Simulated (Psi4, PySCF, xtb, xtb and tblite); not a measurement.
Relaxed torsion scan: SMILES CO[SiH2]C(C)C (C₄H₁₂OSi). Scanned: dihedral O2–Si3–C4–C5; all other coordinates were relaxed at GFN2-xTB. Heavy atoms are numbered in the order of the SMILES CO[SiH2]C(C)C, hydrogens after them in the order of the atoms that carry them; the mirror image has the same energies with the sign of each dihedral reversed.

Computed with: RHF/6-31G* = restricted Hartree-Fock/6-31G*, spherical d, density fitting // GFN2-xTB run with PySCF; GFN2-xTB (xtb and tblite); GFN1-xTB // GFN2-xTB (xtb); PBE-D3(BJ)/def2-SVP // GFN2-xTB (Psi4).

Energies relative to the lowest point of each profile, in kcal/mol; the last columns give the difference from PBE-D3(BJ):

```json
[
 {"φ / °": "-150", "RHF/6-31G*": "1.24", "GFN2-xTB": "0.43", "GFN1-xTB": "0.98", "PBE-D3(BJ)/def2-SVP": "1.61", "RHF/6-31G* − PBE-D3(BJ)/def2-SVP": "-0.38", "GFN2-xTB − PBE-D3(BJ)/def2-SVP": "-1.19", "GFN1-xTB − PBE-D3(BJ)/def2-SVP": "-0.64"},
 {"φ / °": "-120", "RHF/6-31G*": "2.21", "GFN2-xTB": "0.95", "GFN1-xTB": "1.64", "PBE-D3(BJ)/def2-SVP": "2.70", "RHF/6-31G* − PBE-D3(BJ)/def2-SVP": "-0.49", "GFN2-xTB − PBE-D3(BJ)/def2-SVP": "-1.75", "GFN1-xTB − PBE-D3(BJ)/def2-SVP": "-1.06"},
 {"φ / °": "-90", "RHF/6-31G*": "1.45", "GFN2-xTB": "0.49", "GFN1-xTB": "1.13", "PBE-D3(BJ)/def2-SVP": "1.85", "RHF/6-31G* − PBE-D3(BJ)/def2-SVP": "-0.41", "GFN2-xTB − PBE-D3(BJ)/def2-SVP": "-1.36", "GFN1-xTB − PBE-D3(BJ)/def2-SVP": "-0.73"},
 {"φ / °": "-60", "RHF/6-31G*": "0.34", "GFN2-xTB": "0.00", "GFN1-xTB": "0.38", "PBE-D3(BJ)/def2-SVP": "0.50", "RHF/6-31G* − PBE-D3(BJ)/def2-SVP": "-0.16", "GFN2-xTB − PBE-D3(BJ)/def2-SVP": "-0.50", "GFN1-xTB − PBE-D3(BJ)/def2-SVP": "-0.12"},
 {"φ / °": "-30", "RHF/6-31G*": "1.06", "GFN2-xTB": "0.71", "GFN1-xTB": "0.83", "PBE-D3(BJ)/def2-SVP": "1.00", "RHF/6-31G* − PBE-D3(BJ)/def2-SVP": "0.06", "GFN2-xTB − PBE-D3(BJ)/def2-SVP": "-0.29", "GFN1-xTB − PBE-D3(BJ)/def2-SVP": "-0.18"},
 {"φ / °": "0", "RHF/6-31G*": "2.07", "GFN2-xTB": "1.73", "GFN1-xTB": "1.54", "PBE-D3(BJ)/def2-SVP": "2.08", "RHF/6-31G* − PBE-D3(BJ)/def2-SVP": "0.00", "GFN2-xTB − PBE-D3(BJ)/def2-SVP": "-0.34", "GFN1-xTB − PBE-D3(BJ)/def2-SVP": "-0.54"},
 {"φ / °": "30", "RHF/6-31G*": "1.18", "GFN2-xTB": "1.40", "GFN1-xTB": "0.86", "PBE-D3(BJ)/def2-SVP": "1.18", "RHF/6-31G* − PBE-D3(BJ)/def2-SVP": "0.01", "GFN2-xTB − PBE-D3(BJ)/def2-SVP": "0.23", "GFN1-xTB − PBE-D3(BJ)/def2-SVP": "-0.31"},
 {"φ / °": "60", "RHF/6-31G*": "0.00", "GFN2-xTB": "0.77", "GFN1-xTB": "0.00", "PBE-D3(BJ)/def2-SVP": "0.00", "RHF/6-31G* − PBE-D3(BJ)/def2-SVP": "0.00", "GFN2-xTB − PBE-D3(BJ)/def2-SVP": "0.77", "GFN1-xTB − PBE-D3(BJ)/def2-SVP": "0.00"},
 {"φ / °": "90", "RHF/6-31G*": "0.91", "GFN2-xTB": "1.28", "GFN1-xTB": "0.67", "PBE-D3(BJ)/def2-SVP": "0.89", "RHF/6-31G* − PBE-D3(BJ)/def2-SVP": "0.01", "GFN2-xTB − PBE-D3(BJ)/def2-SVP": "0.38", "GFN1-xTB − PBE-D3(BJ)/def2-SVP": "-0.23"},
 {"φ / °": "120", "RHF/6-31G*": "2.08", "GFN2-xTB": "1.78", "GFN1-xTB": "1.54", "PBE-D3(BJ)/def2-SVP": "2.09", "RHF/6-31G* − PBE-D3(BJ)/def2-SVP": "-0.01", "GFN2-xTB − PBE-D3(BJ)/def2-SVP": "-0.31", "GFN1-xTB − PBE-D3(BJ)/def2-SVP": "-0.55"},
 {"φ / °": "150", "RHF/6-31G*": "1.32", "GFN2-xTB": "0.87", "GFN1-xTB": "0.99", "PBE-D3(BJ)/def2-SVP": "1.27", "RHF/6-31G* − PBE-D3(BJ)/def2-SVP": "0.04", "GFN2-xTB − PBE-D3(BJ)/def2-SVP": "-0.40", "GFN1-xTB − PBE-D3(BJ)/def2-SVP": "-0.28"},
 {"φ / °": "180", "RHF/6-31G*": "0.33", "GFN2-xTB": "0.01", "GFN1-xTB": "0.39", "PBE-D3(BJ)/def2-SVP": "0.47", "RHF/6-31G* − PBE-D3(BJ)/def2-SVP": "-0.14", "GFN2-xTB − PBE-D3(BJ)/def2-SVP": "-0.46", "GFN1-xTB − PBE-D3(BJ)/def2-SVP": "-0.09"}
]
```

RHF/6-31G* is furthest from PBE-D3(BJ)/def2-SVP at -120 (-0.49 kcal/mol, below); its mean absolute difference over the points is 0.14 kcal/mol.

GFN2-xTB is furthest from PBE-D3(BJ)/def2-SVP at -120 (-1.75 kcal/mol, below); its mean absolute difference over the points is 0.67 kcal/mol.

GFN1-xTB is furthest from PBE-D3(BJ)/def2-SVP at -120 (-1.06 kcal/mol, below); its mean absolute difference over the points is 0.39 kcal/mol.
